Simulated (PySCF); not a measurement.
C₄H₈O₂S.
Structure used (GFN2-xTB), in Å, numbered top down from 1:
```xyz
15
C4H8O2S angstrom
C      1.885    0.000   -0.156
C      0.513   -0.451    0.273
C     -0.537   -0.638   -0.831
C     -1.738    0.043   -0.174
S     -0.575    0.851    0.993
O     -0.204    2.170    0.564
O     -0.916    0.667    2.376
H      2.541    0.098    0.705
H      2.329   -0.712   -0.851
H      1.807    0.971   -0.640
H      0.540   -1.286    0.969
H     -0.713   -1.681   -1.095
H     -0.235   -0.095   -1.725
H     -2.318    0.703   -0.807
H     -2.383   -0.633    0.376
```

Computed with PBE0/def2-SVPD in PySCF (dipole) on a GFN2-xTB geometry, gas phase.

Take the most abundant isotopes and a rigid rotor. The values belong to one conformer with, in the numbering `[CH3:1][C@@H:2]1[CH2:3][CH2:4][S:5]1(=[O:6])=[O:7]`, C1–C2–C3–C4 -135°, C2–C3–C4–S5 17°, C3–C4–S5–O6 95°, C1–C2–S5–C4 134°.

Task: What are A, B and C (GHz)?

Result: Ia = 158.79, Ib = 224.57, Ic = 276.04 u·Å²; 505379 MHz·u·Å²/I gives 3183, 2250 and 1831 MHz, that is A = 3.1827, B = 2.2504, C = 1.8308 GHz.

Task: What kind of rotor is it?

Result: An asymmetric top. Ray's parameter κ = (2B − A − C)/(A − C) = -0.379; −1 is the prolate and +1 the oblate limit.

Task: Is it planar, by Δ = Ic − Ia − Ib?

Result: Not planar: Δ = Ic − Ia − Ib = -107.33 u·Å². For a rigid frame Δ = −2 Σ m c², so Σ m c² = 53.66 u·Å² lies off the ab plane: 7.47 from hydrogen and 46.19 from heavier atoms. The atom farthest from that plane is 1.67 Å away.

Task: Give the other two planar moments, Paa and Pbb, and the rms extents of the mass along the axes.

Result: Paa = Σ m a² = (Ib + Ic − Ia)/2 = 170.91 and Pbb = Σ m b² = (Ia + Ic − Ib)/2 = 105.13 u·Å². With the mass M = 120.02 u, the rms extents √(P/M) along a, b and c are 1.19, 0.94, 0.67 Å.

Task: Which types of transition are allowed, and where do some lines up to J = 5 fall?

Result: The dipole components are |μa| = 4.21 D, |μb| = 2.86 D, |μc| = 0.54 D. The squared components, which scale the intensities, stand as 1.00 : 0.46 : 0.02 (a : b : c). Some lines, for components of 0.1 D or more:

```tsv
type	branch	J(Ka,Kc)	MHz	lower level (cm⁻¹)
c	Q	3(1,3) ← 3(0,3)	339	0.800
a	Q	1(1,0) ← 1(1,1)	420	0.167
a	Q	4(2,2) ← 4(2,3)	1349	1.511
b	Q	3(1,2) ← 3(0,3)	2837	0.800
b	Q	4(2,2) ← 4(1,3)	2963	1.457
b	Q	2(2,1) ← 2(1,2)	4056	0.426
c	Q	4(3,2) ← 4(2,2)	4692	1.556
b	Q	4(3,1) ← 4(2,2)	4824	1.556
a	R	2(1,1) ← 1(1,0)	8582	0.181
c	R	3(2,2) ← 2(1,2)	16299	0.426
c	R	4(4,0) ← 3(3,0)	24329	1.162
c	R	4(4,1) ← 3(3,1)	24346	1.162
c	R	5(2,4) ← 4(1,4)	25833	1.321
```

No GFN2-xTB frequencies stand behind this structure, so it isn't proved a minimum. These are rigid-rotor constants of the computed structure; measured ground-state constants (B0) also hold zero-point vibration. A rigid rotor knows nothing of internal rotation, which can split or shift real lines.
